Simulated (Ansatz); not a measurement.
Basis sets compared for cis-NiH2(NH3)2 (NiN2H8). The state is a singlet with charge 0. Geometry PBE0-D4/def2-SVP. Ansatz on 4 threads of Arm Neoverse V2 on a shared host; times are rough, and most runs start from earlier orbitals.

```xyz
11

Ni   -0.337    0.611    0.459
H    -1.397    1.622    0.339
H    -0.165    1.211    1.789
N     1.137   -0.649    0.879
H     1.947   -0.077    1.123
H     1.457   -1.366    0.225
H     0.870   -1.124    1.743
N    -0.773   -0.010   -1.374
H    -0.693    0.808   -1.980
H    -1.766   -0.249   -1.370
H    -0.278   -0.777   -1.833
```

The 6-31G sets use Cartesian d functions. B3LYP takes the VWN-RPA correlation.

Binding counts from free atoms (Ni triplet, H doublet, N quartet) in the same basis, without a counterpoise term.

| level | functions | energy (Eh) | HOMO (eV) | LUMO (eV) | binding per atom (eV) | wall time |
| --- | --- | --- | --- | --- | --- | --- |
| PBE-D4/def2-SVP | 99 | -1621.9694 | -2.37 | -0.28 | 3.11 | 0.95 s |
| PBE-D4/def2-TZVP | 155 | -1622.3494 | -3.00 | -0.68 | 3.09 | 1.4 s |
| r2SCAN-D4/def2-TZVP | 155 | -1622.6383 | -2.98 | -0.13 | 3.02 | 2.6 s |
| B3LYP-D4/6-31G | 63 | -1622.4003 | -3.42 | 0.16 | 2.92 | 1 s |
| B3LYP-D4/def2-TZVP | 155 | -1622.7699 | -4.34 | -0.27 | 3.01 | 1.7 s |
| PBE0-D4/def2-SVP | 99 | -1621.9621 | -3.95 | 0.53 | 2.95 | 1.1 s |
| PBE0-D4/def2-TZVP (with forces) | 155 | -1622.3266 | -4.59 | 0.09 | 2.95 | 2.6 s |

Question: Estimate the rows for PBE-D4/def2-TZVPD, r2SCAN-D4/def2-TZVPD, PBE0-D4/def2-TZVPD.

Answer: 
```
               level  functions  energy (Eh)  HOMO (eV)  LUMO (eV)  binding per atom (eV)  wall time
   PBE-D4/def2-TZVPD        194   -1622.3528      -3.12      -1.10                   3.10      1.8 s
r2SCAN-D4/def2-TZVPD        194   -1622.6407      -3.08      -0.47                   3.03      3.7 s
  PBE0-D4/def2-TZVPD        194   -1622.3292      -4.67      -0.42                   2.95      2.4 s
```
